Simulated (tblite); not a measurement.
C₅H₆BF₃O₂.
SMILES with atom numbers: `[F:1][C:2]([F:3])=[C:4]([F:5])[C@H:6]1[CH2:7][CH2:8][O:9][BH:10][O:11]1` (hydrogens: H12 on C6; H13, H14 on C7; H15, H16 on C8; H17 on B10)

Cartesian coordinates in Å at the GFN2-xTB level; atoms count from 1:
```
atom  x, y, z in Å
F1     2.3068   -1.2577   -0.5883
C2     2.5412   -0.3085    0.3025
F3     3.8424   -0.1525    0.4878
C4     1.5858    0.3947    0.8975
F5     1.9354    1.3674    1.7601
C6     0.1021    0.2107    0.6974
C7    -0.3686    0.8389   -0.6243
C8    -1.8514    0.5168   -0.8072
O9    -2.0983   -0.8686   -0.6841
B10   -1.2744   -1.6385    0.0505
O11   -0.2020   -1.1646    0.7371
H12   -0.3958    0.7103    1.5424
H13   -0.2053    1.9158   -0.6176
H14    0.1969    0.3876   -1.4421
H15   -2.4529    1.0476   -0.0579
H16   -2.1893    0.8175   -1.8042
H17   -1.4935   -2.7807    0.1207
```

All values are computed: GFN2-xTB (tblite) harmonic vibrations without scaling, gas phase. This tight-binding method is rough: wavenumbers can miss measured ones by several per cent, in bad cases by 10 to 20. Modes of hydrogen on boron can be 10 to 20 % off. One conformer, not necessarily the lowest.

Harmonic wavenumbers (cm⁻¹): 28.5, 67.1, 104.2, 151.3, 210.1, 228.9, 270.5, 307.5, 366.1, 433.7, 446.5, 474.7, 511.9, 535.5, 596.7, 692.3, 772.0, 789.4, 877.8, 905.3, 934.5, 996.2, 1016.2, 1079.4, 1105.0, 1114.9, 1161.1, 1173.0, 1190.0, 1206.0, 1213.8, 1234.9, 1266.9, 1305.0, 1326.3, 1335.6, 1449.3, 1473.0, 1778.1, 2697.2, 2874.6, 2899.4, 2942.3, 2993.9, 3011.1.

A = 2140, B = 702.1, C = 617.4 MHz; mass 166.041 u (most abundant isotopes); point group C1, symmetry number 1.

Problem. Zero-point energy?

Solution. Half the sum of the wavenumbers: 24774 cm⁻¹ = 296.36 kJ/mol.

Problem. Give the ideal-gas entropy at 350 K and 1 bar in the rigid-rotor, harmonic-oscillator model (classical rotation).

Solution. Translation 175.95, rotation 128.47, vibration 148.80: S = 453.2 J/(mol K).

Problem. And Cp and H(350 K) − H(0)?

Solution. Cp = 185.14 J/(mol K), of which vibrations give 151.88 (their classical limit is 45 R = 374.2); H(350 K) − H(0) = 38.49 kJ/mol without the zero-point energy, 26.85 from vibrations.

Problem. Blend soft modes into free rotors: weight 1/[1 + (100 cm⁻¹/ν̃)⁴] for the oscillator and the rest for a rotor with moment μB/(μ + B), μ = h/(8π²ν), B = 10⁻⁴⁴ kg m². What vibrational entropy results?

Solution. 135.00 J/(mol K) in place of 148.80, which changes −T·S at 350 K by +4.83 kJ/mol.

Problem. What must be added to the electronic energy to get the Gibbs energy at 350 K and 1 bar?

Solution. ZPE + [H(350 K) − H(0)] − T·S = 296.36 + 38.49 − 158.63 = 176.22 kJ/mol.

Hindered rotation and anharmonicity are outside this model. Other conformers, if any are populated, would add a mixing term that is left out. The structure is chiral; the term R ln 2 for an equal mix with its mirror image is left out.
